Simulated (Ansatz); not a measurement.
A nudged elastic band was laid between two geometries of BFH3OSe (7 atoms, charge 1, multiplicity 1).

These are results of RKS PBE-D4/def2-SVP (Ansatz), not measurements.

```
movable images  : 9
climbing image  : yes
spring          : 5.0 eV/Å²
optimiser       : quadratic models (default)
start path      : IDPP
force threshold : 0.05 eV/Å
iteration limit : 58
end points      : relaxed
```

Image 0:

```xyz
7
Properties=species:S:1:pos:R:3
O -0.977 0.984 -0.142
Se -0.761 -0.870 0.557
B 1.171 -0.890 0.052
F 1.828 -1.985 0.324
H -1.633 1.033 -0.880
H -1.249 1.623 0.563
H 1.621 0.104 -0.473
```

Image 10:

```xyz
7
Properties=species:S:1:pos:R:3
O -1.348 0.812 0.031
Se -0.804 -0.996 0.626
B 1.084 -0.793 0.032
F 1.880 -1.808 0.233
H -0.915 1.563 0.507
H -1.310 0.966 -0.944
H 1.413 0.256 -0.485
```

(1) What changes between the two ends?

(2) What energy profile does the band end with?

(3) What is the geometry of the highest image?

(4) What are the harmonic wavenumbers there?

The band took 8 iterations and about 2.4 core-minutes.

Answers

(1) No bond is made or broken. The dihedral H5–O1–Se2–B3 goes from 119 to -65°.

(2) It converged. The highest image is number 5 of 0 to 10, 10.4 kJ/mol above the first end and 5.0 kJ/mol above the last; the last end lies 5.4 kJ/mol above the first. A vibrational analysis at the climbing image gives one clearly imaginary mode, 179i cm⁻¹: a first-order saddle point. Limits of this set-up: the dipole of an ion depends on the origin.

```
image  path coordinate (Å)  energy (kJ/mol)  dihedral H5–O1–Se2–B3 (°)
    0                 0.00              0.0                        119
    1                 0.33              0.9                        101
    2                 0.67              3.5                         84
    3                 1.00              6.7                         66
    4                 1.33              9.4                         48
    5                 1.67             10.4                         30
    6                 2.01              9.5                         12
    7                 2.35              8.3                         -7
    8                 2.70              7.3                        -26
    9                 3.04              6.0                        -46
   10                 3.39              5.4                        -65
```

(3) 
```xyz
7
Properties=species:S:1:pos:R:3
O -0.663 1.258 0.412
Se -0.288 -0.522 1.245
B 0.832 -1.058 -0.297
F 1.417 -2.223 -0.259
H -0.664 1.212 -0.579
H -1.544 1.604 0.701
H 0.910 -0.271 -1.223
```

(4) 179i, 139, 185, 295, 456, 579, 672, 750, 857, 1033, 1357, 1523, 2559, 3495, 3596 cm⁻¹.

Run time: 2.4 min on 1 CPU thread of a shared host.
